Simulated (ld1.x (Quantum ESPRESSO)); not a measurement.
**Which change was made? (Cu, TM semilocal)**

```json
{"Element": "copper", "Generator": "ld1.x (Quantum ESPRESSO) 7.5", "Type": "norm-conserving Troullier–Martins (semilocal form)", "Functional": "PBE", "Relativity": "scalar-relativistic", "Frozen core": "[Ne]", "Valence charge": "19", "Reference configuration": "3s2 3p6 3d9 4s0 4p0 (charge +2)", "Partial waves": "3s (bound): rc 1.20 bohr; 3p (bound): rc 1.05 bohr; 3d (bound): rc 1.20 bohr", "Local potential": "the d channel", "Core correction": "none"}
```

Cutoffs, loose and tight: the cutoffs (Ry, on a coarse ladder) from which the occupation-weighted sum of valence levels, in a spherical-Bessel basis at the reference potential, stays within 10 and 1 mRy of its value at 400 Ry. They do not see the model core or the augmentation charge, which bear on the density cutoff. Test errors are all-electron minus pseudo excitation energies from the reference, over the configurations 3s2 3p6 3d10 4s1 4p0; 3s2 3p6 3d10 4s0 4p0; 3s2 3p6 3d8 4s0 4p0; 3s2 3p6 3d9 4s1 4p0; 3s2 3p6 3d9 4s1 4p1; 3s2 3p6 3d10 4s0 4p1; 3s2 3p6 3d10 4s0.5 4p0; variants that change the core or the reference have their own tests.

The base gives: outcome: generated; cutoff, loose: 180 Ry; cutoff, tight: 300 Ry; bound ghosts: none; largest test error (meV): +1503.

Q: After one change the result is: outcome: generated; cutoff, loose: 180 Ry; cutoff, tight: 300 Ry; bound ghosts: none; largest test error (meV): +3012. Which change was it?
A. all radii scaled by about 1.35 (s 1.62, p 1.42, d 1.62 bohr)
B. wave 3s (bound): rc 1.20 bohr becomes 3s (bound): rc 1.78 bohr
C. core [Ar], valence charge 11; reference 3d9 4s0 4p0; waves now 4s (bound): rc 2.00 bohr; 3d (bound): rc 1.10 bohr; 4p (bound): rc 2.00 bohr; local potential the p channel

A: B. The others give: core [Ar], valence charge 11; reference 3d9 4s0 4p0; waves now 4s (bound): rc 2.00 bohr; 3d (bound): rc 1.10 bohr; 4p (bound): rc 2.00 bohr; local potential the p channel → outcome: generated; cutoff, loose: 200 Ry; cutoff, tight: over 300 Ry; bound ghosts: none; largest test error (meV): -139 | all radii scaled by about 1.35 (s 1.62, p 1.42, d 1.62 bohr) → outcome: generated; cutoff, loose: 120 Ry; cutoff, tight: 200 Ry; bound ghosts: none; largest test error (meV): +3127. In the semilocal form every listed channel keeps its own potential, so the choice of the local channel does not act on these tests. It acts once the file is put into the separable form.
